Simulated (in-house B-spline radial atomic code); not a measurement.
Results of a calculation; reference values are marked as such.
Extrapolating the RPA correlation energy in partial waves: Cl III (Cl2+)

All-electron RPA on r2SCAN orbitals from a B-spline radial code for spherical atoms, non-relativistic, point nucleus, configuration [Ne] 3s2 3p3, highest spin. With empty states up to angular momentum L the sums are:

| L | E_c(L) (hartree) |
| --- | --- |
| 3 | -0.786746 |
| 4 | -0.837343 |
| 5 | -0.857239 |
| 6 | -0.866581 |
| 7 | -0.871521 |

For large l each further wave adds A/(l + 1/2)⁴, because the basis must build the cusp where two electrons meet.

Task: Estimate the limit from L = 6 and L = 7.

Result: Wave 7 adds -0.004940, against a sum of (l + 1/2)⁻⁴ of 3.16049e-04, so A = -15.63. The sum over l > 7 is ζ(4, 8.5) = 6.4602e-04, close to 1/(3 × 8³) = 6.5104e-04. The tail is -0.010098 and the limit -0.88162 hartree.

Task: How good is the estimate?

Result: A run to L = 11 sums to -0.87797 and extrapolates to -0.88049 hartree, 0.13 millihartree from the run before. The estimate differs from that by -1.13 millihartree, while the bare sum at L = 7 misses 9.0 millihartree (1.0 %).
